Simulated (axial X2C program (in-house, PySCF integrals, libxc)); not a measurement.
# Potential curves of TeN, two-component

Calculated with an in-house all-electron X2C program for linear molecules (integrals from PySCF). Two-component (2c) means X2C with spin–orbit coupling and atomic mean-field two-electron Coulomb and Gaunt terms. Basis: Te dyall-cv3z [11s12p8d4f1g], N dyall-av3z [7s7p3d2f] (cores contracted in-house); Gaussian nuclei, density fitting, unrestricted open shells. Masses: Te 129.906 u, N 14.003 u.

State: Ω = 1/2 (⟨Sz⟩ = -0.50, ⟨Lz⟩ = 1.00 at HF). Energies in kJ/mol from the fragments at the same level (Te + N). Fits are polynomials in 1 − R0/R over 0.85 to 1.23 times the lowest point R0.

```
 R (Å)     CCSD
1.7035  -155.71
1.7597  -183.60
1.8158  -196.89
1.8720  -199.86
1.9375  -194.63
2.0030  -183.50
2.0873  -164.06
```

Correlated methods: 21 electrons correlated (number of frozen shells: Te 4 s, 3 p, 1 d; N 1 s), 247 virtual spin orbitals or spinors in MP2, 110 natural virtuals in coupled cluster.

The state is one determinant whose occupation by symmetry is held fixed; it was picked as the lowest of a PBE0 search that is not exhaustive. Dissociation energies refer to the lowest single-determinant-based atoms at the same level and basis. CCSD ran in a truncated set of natural virtual spinors with an MP2 remainder; without triples it tends to underbind. The determinant is spin-polarised beyond a pure state at some levels (its spin-free form has ⟨S²⟩ too high), which makes Re and μ there less reliable. The T1 diagnostic is large, a sign of multireference character. Coupled cluster ran on the points near the minimum only. MP2 and coupled cluster on one determinant become unreliable at the stretched end.

Fit the CCSD curve near its minimum: give the equilibrium distance, the harmonic wavenumber and the well depth.

At CCSD, 2c: Re = 1.864 Å, ωe ≈ 721 cm⁻¹, De = 2.07 eV to Te + N; Be follows as 0.384 cm⁻¹.
